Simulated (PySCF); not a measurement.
# Dipole moment and polarisability of `FC1=COC=C(C(F)(F)F)O1`

Compound: C₅H₂F₄O₂.
Numbering: `[F:1][C:2]1=[CH:3][O:4][CH:5]=[C:6]([C:7]([F:8])([F:9])[F:10])[O:11]1` (hydrogens: H12 on C3; H13 on C5)

Cartesian coordinates in Å at the PBE0-D3(BJ)/def2-SVP level; atoms count from 1:
```xyz
13
C5H2F4O2 angstrom
F      2.3844   -1.1257   -1.4534
C      1.5963   -0.3937   -0.7132
C      1.9950    0.7006   -0.0693
O      1.1210    1.4521    0.7032
C     -0.1385    0.9677    0.7185
C     -0.5154   -0.1347    0.0666
C     -1.9067   -0.6761    0.0607
F     -2.4081   -0.6994   -1.1742
F     -1.9422   -1.9241    0.5250
F     -2.7048    0.0747    0.8201
O      0.3427   -0.8983   -0.7020
H      3.0131    1.0778   -0.1020
H     -0.8351    1.5539    1.3155
```

Level: wB97X-D/def2-SVPD (PySCF), static field, nuclei fixed, core orbitals frozen in the response. The polarisability tensor in these axes (au):

```
x   73.04  6.65 -2.56
y    6.65 65.49 10.54
z   -2.56 10.54 55.58
```

Question: Diagonalise the tensor; give its mean and Δα, where Δα² is half the sum of the squared differences of the eigenvalues.

Answer: Principal values 47.57, 69.00 and 77.54 au; mean 64.70 au = 9.59 Å³ = 10.67 × 10⁻⁴⁰ C²·m²/J; Δα = 26.75 au (41 % of the mean).

Question: What is the dipole moment, and where does it point?

Answer: (1.31, 1.75, 0.86) D, 2.35 D in size, pointing from the negative to the positive side. Measured along this direction, the outermost atoms are F9 and F8 at the negative end and H12 at the positive end.

Question: Orientational against electronic polarisability at 400 K (dilute gas, rigid molecules)?

Answer: In Gaussian units μ²/3kT = 33.37 Å³ against 9.59 Å³, a ratio of 3.48; the Debye molar polarisation (4π/3)N_A(α + μ²/3kT) is 108.4 cm³/mol, leaving out the vibrational part.

Question: Traceless (Buckingham) quadrupole moment about the centre of nuclear charge: eigenvalues?

Answer: -1.28, -0.67, 1.95 D·Å. The values depend on the origin, since the dipole doesn't vanish. The electronic extent ⟨r²⟩ about the same centre is 1624 bohr², a root-mean-square distance of 2.33 Å for the 84 electrons.

Question: What depolarisation ratio follows for Rayleigh scattering of linearly polarised light, taking the static tensor?

Answer: ρ = 3Δα²/(45ᾱ² + 4Δα²) = 2146.4/(188395 + 2861.9) = 0.0112.

Isolated species at its PBE0-D3(BJ)/def2-SVP geometry, gas phase.
